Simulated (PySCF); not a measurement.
$^{15}$N chemical shifts

Computational details: geometry: GFN2-xTB, shieldings: GIAO PBE0/pcSseg-1, in PySCF (no relativistic terms, one computed conformer, averaged over atoms made equivalent by symmetry, fast rotation or ring inversion, in vacuum).

Shieldings were converted by a linear fit to measured shifts: $^{15}$N (scatter 6.3 ppm rms vs CH3NO2, solution or neat liquid). Occasional misses reach two or three times the rms, and more in compound classes unlike the fitted ones.

**Question.** Give the $^{15}$N shifts of `FC(F)Oc1nccn1[SiH3]`, `CNN(C)C(C)(C)C`, `CCCN(C)NCC`, `NC(=O)C#CC(F)=C(F)F`, `CCN(C)N(C)CC`, `CC/C(C#N)=C(/C#N)C(F)(F)F`, `CN(C)C(=O)CCS`, `CCN(C)CC([SiH3])[SiH3]`.

**Answer.** 
| compound | environment | δ (ppm) |
| --- | --- | --- |
| [F:1][CH:2]([F:3])[O:4][c:5]1[n:6][cH:7][cH:8][n:9]1[SiH3:10] | N6: pyridine-type nitrogen of an azole | -160.1 |
| [F:1][CH:2]([F:3])[O:4][c:5]1[n:6][cH:7][cH:8][n:9]1[SiH3:10] | N9: pyrrole-type ring nitrogen | -255.3 |
| [CH3:1][NH:2][N:3]([CH3:4])[C:5]([CH3:6])([CH3:7])[CH3:8] | N3: nitrogen bonded to O or N | -292.9 |
| [CH3:1][NH:2][N:3]([CH3:4])[C:5]([CH3:6])([CH3:7])[CH3:8] | N2: nitrogen bonded to O or N | -300.3 |
| [CH3:1][CH2:2][CH2:3][N:4]([CH3:5])[NH:6][CH2:7][CH3:8] | N6: nitrogen bonded to O or N | -282.5 |
| [CH3:1][CH2:2][CH2:3][N:4]([CH3:5])[NH:6][CH2:7][CH3:8] | N4: nitrogen bonded to O or N | -305.6 |
| NC(=O)C#CC(F)=C(F)F | amide-type nitrogen | -283.3 |
| CCN(C)N(C)CC | nitrogen bonded to O or N (×2) | -312.5 |
| [CH3:1][CH2:2]/[C:3]([C:4]#[N:5])=[C:6](/[C:7]#[N:8])[C:9]([F:10])([F:11])[F:12] | N5: nitrile nitrogen | -73.8 |
| [CH3:1][CH2:2]/[C:3]([C:4]#[N:5])=[C:6](/[C:7]#[N:8])[C:9]([F:10])([F:11])[F:12] | N8: nitrile nitrogen | -75.7 |
| CN(C)C(=O)CCS | amide-type nitrogen | -282.4 |
| CCN(C)CC([SiH3])[SiH3] | amine nitrogen | -326.3 |
